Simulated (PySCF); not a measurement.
Radial density of Rb (rubidium, neutral)

UHF, [Kr] 5s1, 2S determinant. Computed with PySCF 2.14 in def2-SVP with the def2 core potential (28 electrons), with scalar relativity through the core potential. This is the valence pseudo-density: the core potential removes the inner electrons and smooths the orbitals near the nucleus.

```json
{"r (bohr)": "0.0405", "4πr²ρ (e/bohr)": "2.346e-05", "4πr²(ρα − ρβ)": "0.0000"}
{"r (bohr)": "0.0681", "4πr²ρ (e/bohr)": "7.151e-05", "4πr²(ρα − ρβ)": "0.0000"}
{"r (bohr)": "0.115", "4πr²ρ (e/bohr)": "0.0002482", "4πr²(ρα − ρβ)": "0.0000"}
{"r (bohr)": "0.193", "4πr²ρ (e/bohr)": "0.001187", "4πr²(ρα − ρβ)": "0.0000"}
{"r (bohr)": "0.324", "4πr²ρ (e/bohr)": "0.01087", "4πr²(ρα − ρβ)": "0.0001"}
{"r (bohr)": "0.545", "4πr²ρ (e/bohr)": "0.2256", "4πr²(ρα − ρβ)": "0.0017"}
{"r (bohr)": "0.917", "4πr²ρ (e/bohr)": "3.129", "4πr²(ρα − ρβ)": "0.0149"}
{"r (bohr)": "1.54", "4πr²ρ (e/bohr)": "5.709", "4πr²(ρα − ρβ)": "-0.0056"}
{"r (bohr)": "2.59", "4πr²ρ (e/bohr)": "1.384", "4πr²(ρα − ρβ)": "0.0668"}
{"r (bohr)": "4.36", "4πr²ρ (e/bohr)": "0.2516", "4πr²(ρα − ρβ)": "0.2159"}
{"r (bohr)": "7.34", "4πr²ρ (e/bohr)": "0.1022", "4πr²(ρα − ρβ)": "0.1022"}
{"r (bohr)": "12.3", "4πr²ρ (e/bohr)": "0.004405", "4πr²(ρα − ρβ)": "0.0044"}
```

Energies and moments cover only the electrons outside the core potential.

Where is the radial spin density 4πr²(ρα − ρβ) most negative, and why is it negative at all?

Around r = 1.54 bohr, down to -0.0056 e/bohr: exchange with the open shell polarises the paired shells in an unrestricted calculation.
